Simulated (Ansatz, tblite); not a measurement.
Cost and result up the ladder for Mg10O13H6 (29 atoms). Total charge 0; singlet. Geometry: PBE-D4/def2-SVP.

```xyz
29

Mg    0.641   -2.004   -2.351
Mg    2.254   -0.939    1.921
Mg   -0.492   -1.711    1.156
Mg   -1.394    1.803   -0.439
Mg    1.423    0.783   -0.397
Mg   -0.494    1.014    1.963
Mg   -1.612   -0.998   -1.326
Mg    1.223   -3.370   -0.073
Mg    0.140    0.646   -3.114
Mg    3.078   -1.165   -1.323
O    -0.487    2.280   -2.229
O    -1.960    2.275    1.423
O     0.597    2.327    0.556
O    -0.821   -0.990   -3.131
O    -2.812    0.575   -1.205
O     1.736   -0.042   -2.241
O    -0.417    0.041    0.095
O    -1.505   -0.708    2.513
O     2.997   -0.200    0.333
O     1.183    0.371    2.968
O    -0.539   -2.619   -0.673
O     2.257   -2.886   -1.624
O     1.240   -2.549    1.659
H     0.051    3.090   -2.209
H    -2.870    2.045    1.677
H     0.931    3.193    0.841
H    -3.403    0.797   -1.943
H    -1.794   -1.014    3.385
H     0.850   -0.044    3.786
```

Ansatz on 2 threads of AMD EPYC 7R13 on a shared host and a share (18 GiB) of an NVIDIA H100 80GB HBM3; xTB runs through tblite on one thread. Times are rough, summed over both states, and most runs start from the orbitals of an earlier one. PBE0-D4/def2-TZVP serves as the yardstick here, not as an exact answer. The other state is a triplet.

The xTB rows come from tblite. Single mean-field runs in def2-TZVP are fitted with def2-universal-jkfit. HOMO above LUMO, or a gap near zero within one spin, warns that the state may not be the lowest or that an electron is smeared out.

xTB has no spin-polarisation term.

| level | functions | vertical triplet (eV) | difference from PBE0-D4/def2-TZVP (eV) | remarks |
| --- | --- | --- | --- | --- |
| PBE0-D4/def2-TZVP (with forces) | 759 | 4.15 | 0.00 | – |
| GFN2-xTB | 148 | 0.74 | -3.41 | – |
| GFN1-xTB | 104 | 1.60 | -2.55 | – |
| PBE-D4/def2-TZVP | 759 | 3.16 | -0.99 | gap within one spin near zero (triplet) |

(1) Estimate how long each takes.

Answers

(1) GFN1-xTB 0.14 s; GFN2-xTB 0.78 s; PBE-D4/def2-TZVP 14 s; PBE0-D4/def2-TZVP (with forces) 27 s. On shared hardware such times vary by a factor of up to 3.
